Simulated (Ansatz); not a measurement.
CH2AlNO3 (SMILES O=C=[N][Al]([OH])[OH]), singlet, at a GFN2-xTB geometry (such geometries of metal compounds can be far from the true shape); HF/cc-pVQZ (Ansatz, a quantum-chemistry and plane-wave program).

Input for Ansatz:
Ansatz 0.2 input:
```yaml
crystal:
  periodic: [false, false, false]
  atoms:
    - {symbol: Al, position_ang: [0.78520648, 0.48320769, 0.15913878]}
    - {symbol: N, position_ang: [-0.60747858, -0.63645810, 0.02957647]}
    - {symbol: C, position_ang: [-1.65531291, -1.10687094, -0.28419748]}
    - {symbol: O, position_ang: [-2.65863625, -1.61727357, -0.54977317]}
    - {symbol: O, position_ang: [0.66395567, 1.86564242, -0.71259994]}
    - {symbol: H, position_ang: [0.95252089, 2.70516068, -1.03898295]}
    - {symbol: O, position_ang: [2.06546673, 0.08364220, 1.10900765]}
    - {symbol: H, position_ang: [2.45773320, -0.54651663, 1.69525212]}
basis:
  gaussian:
    orbitals: cc-pVQZ
hamiltonian:
  xc: hf
```

The log (banner, timings and long lists left out):

```
Functional definition: HF
1651 factors; their error is unknown
mean field evaluation 1: about -15241.1136 eV, gradient 6.4e1 eV
mean field evaluation 2: about -15245.1771 eV, gradient 4.1e1 eV
mean field evaluation 4: about -15247.6820 eV, gradient 1.0e0 eV
mean field evaluation 8: about -15247.6848 eV, gradient 3.4e-2 eV
mean field -15247.87227020 eV, -560.3489705507 hartree, gradient 1.2e-5 eV, S^2 0.000000; 0 other end points of the search recorded, 0 dependent functions left out
reference -15247.87227020 eV, -560.3489705507 hartree; 26, 26 occupied and 368, 368 virtual orbitals, 1651 factors
Total energy: -15247.87227020 eV, -560.3489705507 hartree
```
